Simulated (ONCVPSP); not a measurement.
## Ga (Z = 31), ONCV: configuration errors across variants

* Element: Ga (Z = 31)
* Generator: ONCVPSP 4.0.1
* Type: optimised norm-conserving Vanderbilt (ONCV)
* Functional: PBE
* Relativity: scalar-relativistic
* Frozen core: [Ne] 3s2
* Valence charge: 19
* Reference configuration: 3p6 3d10 4s2 4p1
* Partial waves: 4s: rc 2.00 bohr, ncon 4, nbas 7, qcut 4 1/bohr, 2 projectors, debl 3.9 Ha; 3p+4p: rc 1.35 bohr, ncon 4, nbas 7, qcut 7.9 1/bohr, 2 projectors; 3d: rc 1.00 bohr, ncon 4, nbas 8, qcut 18.6 1/bohr, local
* Local potential: the d channel
* Core correction: Teter function, fcfact 3.75, rcfact 1.5

All-electron excitation energies from the reference (eV): (1) 3p6 3d10 4s2 4p0 5.688; (2) 3p6 3d10 4s1 4p0 26.817; (3) 3p6 3d10 4s2 4p0.5 2.030.

4 further variants failed, have other tests or another functional or relativity, and are left out.

A true bound ghost makes a file unfit for plane-wave use even where its test errors are small: the radial tests pick states by their node count and pass the ghost by.

Errors AE − PS in meV (a dash: test not solved or not reliable):

| change | (1) | (2) | (3) | bound ghosts | GHOST(+) flags above zero |
| --- | --- | --- | --- | --- | --- |
| base | 0.0 | -6.2 | -0.1 | s | s |
| core correction Teter function, fcfact 3.75, rcfact 2.02 | 0.0 | -6.3 | -0.1 | s | s |
| d: nproj 1; local potential polynomial inside 0.95 bohr (lpopt 5, dvloc0 0 Ha) | -0.6 | -11 | -0.2 | s | none |
| core correction Teter function, fcfact 3.3, rcfact 1.5 | 0.0 | -6.2 | -0.1 | s | s |
| p: rc 1.86 | -0.2 | -13 | -0.2 | s | s, p |

Question: Give the same row for: d: qcut 22.

Answer: 0.0, -6.4, -0.1; bound ghosts: s; GHOST(+) flags above zero: s.
